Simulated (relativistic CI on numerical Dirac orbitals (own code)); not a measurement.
**Nb3+: 4p photoemission**

Computed with this model: Dirac-Coulomb-Breit CI, separate exchange-only KLI orbitals for each configuration, model QED, multiplet model of photoemission in the sudden approximation, unscaled Slater integrals; configurations [Kr] 4d2 → [Ar] 3d10 4s2 4p5 4d2; 300 K; Lorentzian 1.68 eV and Gaussian 0.6 eV FWHM. Energies are those of the free ion, without screening or charge transfer. The energies are binding energies and can lie tens of eV above those of solids. S is read from ⟨S²⟩ = S(S + 1).

Field parameters in Wybourne normalisation: Oh B⁴₀ = 21Dq, B⁴₄ = √(5/14) B⁴₀. The field is a parameter set, without covalency.

Computed curve for Oh, 10Dq = 27050 cm⁻¹, scaled to 100 at the maximum (points under 2 are left out and the grid is thinned):

Energy (eV), Intensity and a bar:
```
     61.2        2.0 
     61.6        2.2 
     62.2        2.6 
     62.6        2.9 
     63.2        3.4 
     63.6        3.9 #
     64.2        4.8 #
     64.6        5.7 #
     65.0        6.8 #
     65.6        9.1 ##
     66.0       11.6 ###
     66.6       17.7 #####
     67.0       25.0 #######
     67.6       43.6 #############
     68.0       57.3 #################
     68.4       64.7 ###################
     69.0       74.3 ######################
     69.4       86.1 ##########################
     70.0       98.9 ##############################
     70.4       98.9 ##############################
     70.8       91.3 ############################
     71.4       75.6 #######################
     71.8       64.9 ###################
     72.4       52.0 ###############
     72.8       46.6 ##############
     73.4       41.9 ############
     73.8       38.3 ###########
     74.2       33.5 ##########
     74.8       26.8 ########
     75.2       23.9 #######
     75.8       20.9 ######
     76.2       18.4 #####
     76.8       14.3 ####
     77.2       12.5 ###
     77.6       11.1 ###
     78.2        8.9 ##
     78.6        7.4 ##
     79.2        5.7 #
     79.6        4.9 #
     80.2        4.2 #
     80.6        4.0 #
     81.0        4.2 #
     81.6        4.9 #
     82.0        5.6 #
     82.6        7.6 ##
     83.0        9.1 ##
     83.4        9.7 ##
     84.0        8.2 ##
     84.4        6.6 #
     85.0        5.2 #
     85.4        5.3 #
     86.0        7.1 ##
     86.4        9.1 ##
     86.8        9.8 ##
     87.4        7.1 ##
     87.8        5.1 #
     88.4        3.3 
     88.8        2.8 
     89.4        2.4 
     89.8        2.2
```

The ground state has S = 1.00, and the centroid lies at 72.11 eV.
